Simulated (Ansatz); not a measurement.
CrN4F2H12⁻ (relaxed from a model of trans-CrF2(NH3)4, whose bonding it doesn't keep). The state is a sextet with charge -1. Geometry PBE-D4/def2-SVP.

Cartesian coordinates in Å:
```
Cr 0.050 0.020 -0.001
F 0.994 -0.562 -1.554
F -0.903 0.609 1.545
N 0.170 -1.958 0.729
H 0.998 -2.401 0.296
H -0.658 -2.505 0.428
H 0.213 -1.980 1.780
N -0.077 1.994 -0.739
H -0.864 2.452 -0.251
H -0.198 2.000 -1.784
H 0.782 2.528 -0.510
N -0.058 1.085 -3.478
H -0.921 0.597 -3.772
H 0.429 0.383 -2.857
H 0.518 1.160 -4.332
N -0.055 -1.127 3.486
H 0.771 -0.669 3.906
H -0.731 -1.237 4.260
H -0.461 -0.389 2.848
```

At PBE-D4/def2-TZVP, PBE0-D4/def2-TZVP the highest occupied level of the relaxed charge -1 sextet lies above zero (up to 2.64 eV). By energy differences it is unbound by 1.08 eV (each at its own geometry, against the charge 0 quintet, at PBE-D4/def2-TZVP) and held by the finite basis. At PBE-D4/def2-TZVP an occupied level of the relaxed charge -1 sextet lies above an empty one of the other spin, so a lower spin may lie lower. In the sextet geometry the species has come apart into loosely held pieces. The name describes the quintet; other states may take another shape.

Problem. Estimate the α-spin orbital energies around the gap (eV) in Ansatz with PBE-D4/def2-TZVP, PBE0-D4/def2-TZVP.

Solution. 
| orbital | PBE-D4/def2-TZVP | PBE0-D4/def2-TZVP |
| --- | --- | --- |
| HOMO−5 | -2.55 | -4.14 |
| HOMO−4 | 0.10 | -1.96 |
| HOMO−3 | 0.19 | -1.73 |
| HOMO−2 | 0.58 | -1.69 |
| HOMO−1 | 0.79 | -1.42 |
| HOMO | 2.64 | 2.34 |
| LUMO | 3.35 | 4.07 |
| LUMO+1 | 3.40 | 4.59 |
| LUMO+2 | 3.92 | 4.63 |
| LUMO+3 | 3.95 | 5.23 |
| LUMO+4 | 4.98 | 5.64 |
| LUMO+5 | 5.03 | 5.76 |
| β HOMO | -2.50 | -4.09 |
| β LUMO | 2.40 | 3.22 |
